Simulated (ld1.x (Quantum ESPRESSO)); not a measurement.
# Pseudopotential generation for chromium (Cr): TM semilocal, LDA (PZ), scalar-relativistic.

```json
{
  "Element": "Cr (Z = 24)",
  "Generator": "ld1.x (Quantum ESPRESSO) 7.5",
  "Type": "norm-conserving Troullier–Martins (semilocal form)",
  "Functional": "LDA (PZ)",
  "Relativity": "scalar-relativistic",
  "Frozen core": "[Ar]",
  "Valence charge": "6",
  "Reference configuration": "3d5.5 4s0.5 4p0",
  "Partial waves": "4s (bound): rc 2.20 bohr; 4p (bound, empty): rc 3.60 bohr; 3d (bound): rc 1.15 bohr; 4f channel at 0.45 Ry: rc 3.15 bohr",
  "Local potential": "the f channel",
  "Core correction": "a·sin(br)/r model core inside 1.20 bohr"
}
```

Task: Estimate the cutoffs (Ry, on a coarse ladder) from which the occupation-weighted sum of valence levels, in a spherical-Bessel basis at the reference potential, stays within 10 and 1 mRy of its value at 400 Ry.

Result: 140 Ry and 160 Ry.

Task: Which valence shell sets the plane-wave cutoff?

Result: 3d: its level needs 140 Ry to come within 1 mRy, against 15 Ry for 4s.

Its largest configuration-test error is -3352 meV (3d2 4s0 4p0), which is poor. 1 of 9 tests not solved or not reliable. Not counted: 3d5.5 4s0.5 4p0 (spin-polarised) (pseudo-atom not self-consistent, printed error -274 eV).
